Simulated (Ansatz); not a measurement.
`CNB(C)Cl` + `N=C=O` → `CB(Cl)N=C=O` + CH₃NH₂ at 500 K and 1 bar (ligand exchange at a B–N bond).

Gas-phase electronic energies from Ansatz, PBE0-D4/def2-TZVP geometries. CCSD(T)/CBS is the MP2 limit (def2-TZVPP, def2-QZVPP) plus CCSD(T) − MP2 in def2-TZVPP, frozen cores. This one scheme is used for every species. Each species was taken in one conformer, which may not be the lowest.

```csv
species,CCSD(T)/CBS energy (Eh),H − E (kJ/mol),S (J/(mol·K))
`CNB(C)Cl`,-619.69503,303.3,404.4
`N=C=O`,-168.51995,77.7,264.2
`CB(Cl)N=C=O`,-692.44878,190.7,421.5
CH₃NH₂,-95.75281,191.8,270.3
```

H − E and S are ideal-gas, rigid-rotor, harmonic terms from PBE0-D4/def2-TZVP, for one conformer and one mirror image of each species. 1 Eh = 2625.50 kJ/mol, R = 8.31446 J/(mol·K).

Task: By hand: ΔE, ΔH, ΔS and ΔG.

Result: ΔE = (-692.44878) + (-95.75281) − (-619.69503) − (-168.51995) = 0.01339 Eh = 35.2 kJ/mol. Δ(H − E) = 190.7 + 191.8 − 303.3 − 77.7 = 1.5, so ΔH = 36.7 kJ/mol. ΔS = 421.5 + 270.3 − 404.4 − 264.2 = 23.2 J/(mol·K). ΔG = 36.7 − 500 × (23.2)/1000 = 25.1 kJ/mol.

Task: By hand: the equilibrium constant, and the temperature at which ΔG would vanish if ΔH and ΔS stayed fixed.

Result: log₁₀ K = −ΔG/(RT ln 10) = -2.6. ΔG = 0 at ΔH/ΔS = 1582 K.

ΔH outweighs TΔS. A doubt of 5 kJ/mol in ΔE shifts log₁₀ K by 0.5 here. Other conformers and mirror images would add mixing entropy, several J/(mol·K) or more a flexible species. Modes under 60 cm⁻¹, often nearly free rotors, make the harmonic entropy too high. These are equilibria of isolated gas molecules and say nothing of rates. Largest T1 diagnostic: 0.018 (customary marks: 0.02 for closed shells, 0.045 for open ones).
